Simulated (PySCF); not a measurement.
C$_{3}$H$_{9}$N, charge -1, doublet, at the geometry of the source list (a state made from the parent by changing its charge; the spin is typed, not shown lowest) (in this run its highest filled SCF level lies above zero, so its values depend strongly on the basis, on diffuse functions most of all); B3LYP/STO-3G run with PySCF.

PySCF was given this input:
```python
from pyscf import gto, scf, dft

mol = gto.M(
    atom='''
C    -1.849200   -0.011800    0.244200
C    -0.451700   -0.446200   -0.172200
N     0.508200    0.610600    0.090700
C     1.863300    0.246100   -0.262900
H    -2.120300    0.903600   -0.273800
H    -2.571800   -0.785700   -0.000100
H    -1.887600    0.173700    1.315500
H    -0.186600   -1.389700    0.341600
H    -0.430000   -0.640000   -1.249400
H     0.469200    0.859000    1.076500
H     2.525600    1.078000   -0.031400
H     1.902600    0.056500   -1.335900
H     2.228400   -0.654000    0.257300
''',
    basis='sto-3g',
    charge=-1,
    spin=1,
    verbose=4,
)

mf = dft.UKS(mol)
mf.xc = 'b3lyp'
mf.grids.atom_grid = (99, 590)
mf.grids.prune = None
mf.kernel()
```

Output, abridged:

```
PySCF version 2.14.0

[INPUT] verbose = 4
[INPUT] num. atoms = 13
[INPUT] num. electrons = 35
[INPUT] charge = -1
[INPUT] spin (= nelec alpha-beta = 2S) = 1
[INPUT] symmetry False subgroup None
[INPUT] Mole.unit = angstrom
[INPUT] Symbol           X                Y                Z      unit          X                Y                Z       unit  Magmom
[INPUT]  1 C     -1.849200000000  -0.011800000000   0.244200000000 AA   -3.494481549546  -0.022298768270   0.461471119619 Bohr   0.0
[INPUT]  2 C     -0.451700000000  -0.446200000000  -0.172200000000 AA   -0.853589290466  -0.843195796781  -0.325410838650 Bohr   0.0
[INPUT]  3 N      0.508200000000   0.610600000000   0.090700000000 AA    0.960358816504   1.153866771659   0.171398159498 Bohr   0.0
[INPUT]  4 C      1.863300000000   0.246100000000  -0.262900000000 AA    3.521126687902   0.465061599255  -0.496808998148 Bohr   0.0
[INPUT]  5 H     -2.120300000000   0.903600000000  -0.273800000000 AA   -4.006786301915   1.707556526157  -0.517407012906 Bohr   0.0
[INPUT]  6 H     -2.571800000000  -0.785700000000  -0.000100000000 AA   -4.859997647156  -1.484757816071  -0.000188972612 Bohr   0.0
[INPUT]  7 H     -1.887600000000   0.173700000000   1.315500000000 AA   -3.567047032729   0.328245427837   2.485934716865 Bohr   0.0
[INPUT]  8 H     -0.186600000000  -1.389700000000   0.341600000000 AA   -0.352622894844  -2.626152395308   0.645530444151 Bohr   0.0
[INPUT]  9 H     -0.430000000000  -0.640000000000  -1.249400000000 AA   -0.812582233563  -1.209424719722  -2.361023820032 Bohr   0.0
[INPUT] 10 H      0.469200000000   0.859000000000   1.076500000000 AA    0.886659497646   1.623274741001   2.034290173094 Bohr   0.0
[INPUT] 11 H      2.525600000000   1.078000000000  -0.031400000000 AA    4.772692300202   2.037124762281  -0.059337400311 Bohr   0.0
[INPUT] 12 H      1.902600000000   0.056500000000  -1.335900000000 AA    3.595392924597   0.106769526038  -2.524485129806 Bohr   0.0
[INPUT] 13 H      2.228400000000  -0.654000000000   0.257300000000 AA    4.211065695981  -1.235880885466   0.486226531851 Bohr   0.0

nuclear repulsion = 133.643158856288
number of shells = 21
number of NR pGTOs = 87
number of NR cGTOs = 29
basis = sto-3g
ecp = {}

******** <class 'pyscf.dft.uks.UKS'> ********
method = UKS
initial guess = minao
damping factor = 0
level_shift factor = 0
DIIS = <class 'pyscf.scf.diis.CDIIS'>
diis_start_cycle = 1
diis_space = 8
diis_damp = 0
SCF conv_tol = 1e-09
SCF conv_tol_grad = None
SCF max_cycles = 50
direct_scf = True
direct_scf_tol = 1e-13
number electrons alpha = 18  beta = 17
XC library pyscf.dft.libxc version 7.1.2
    S. Lehtola, C. Steigemann, M. J. T. Oliveira, and M. A. L. Marques,  SoftwareX 7, 1–5 (2018)
XC functionals = b3lyp
    P. J. Stephens, F. J. Devlin, C. F. Chabalowski, and M. J. Frisch,  J. Phys. Chem. 98, 11623 (1994)
radial grids:
    Treutler-Ahlrichs [JCP 102, 346 (1995); DOI:10.1063/1.469408] (M4) radial grids

becke partition: Becke, JCP 88, 2547 (1988); DOI:10.1063/1.454033
pruning grids: None
grids dens level: 3
symmetrized grids: False
atomic radii adjust function: <function treutler_atomic_radii_adjust>
User specified grid scheme (99, 590)
small_rho_cutoff = 0
Set gradient conv threshold to 3.16228e-05
tot grids = 759336
init E= -172.542535245626

cycle= 1 E= -171.761848620942  delta_E= 0.781  |g|= 0.399  |ddm|= 3.66
cycle= 2 E= -171.738490274876  delta_E= 0.0234  |g|= 0.435  |ddm|= 2.31
cycle= 3 E= -171.867512345577  delta_E= -0.129  |g|= 0.0763  |ddm|=  1.6
cycle= 4 E= -171.871553170911  delta_E= -0.00404  |g|= 0.0155  |ddm|= 0.311
cycle= 5 E= -171.871708349573  delta_E= -0.000155  |g|= 0.00827  |ddm|= 0.0879
cycle= 6 E= -171.871760674669  delta_E= -5.23e-05  |g|= 0.00157  |ddm|= 0.0331
cycle= 7 E= -171.871767011649  delta_E= -6.34e-06  |g|= 0.000991  |ddm|= 0.0223
cycle= 8 E= -171.871770403886  delta_E= -3.39e-06  |g|= 0.000506  |ddm|= 0.0154
cycle= 9 E= -171.871773460783  delta_E= -3.06e-06  |g|= 0.000339  |ddm|= 0.0209
cycle= 10 E= -171.871775782181  delta_E= -2.32e-06  |g|= 0.00013  |ddm|= 0.0292
cycle= 11 E= -171.871776120117  delta_E= -3.38e-07  |g|= 3.27e-05  |ddm|= 0.0147
cycle= 12 E= -171.871776123697  delta_E= -3.58e-09  |g|= 2.43e-05  |ddm|= 0.000792
cycle= 13 E= -171.871776124967  delta_E= -1.27e-09  |g|= 8.16e-06  |ddm|= 0.000336
cycle= 14 E= -171.871776125233  delta_E= -2.67e-10  |g|= 3.19e-06  |ddm|= 0.000273
Extra cycle  E= -171.871776125266  delta_E= -3.23e-11  |g|= 2.01e-06  |ddm|= 3.9e-05
converged SCF energy = -171.871776125266  <S^2> = 0.75225327  2S+1 = 2.002252
```
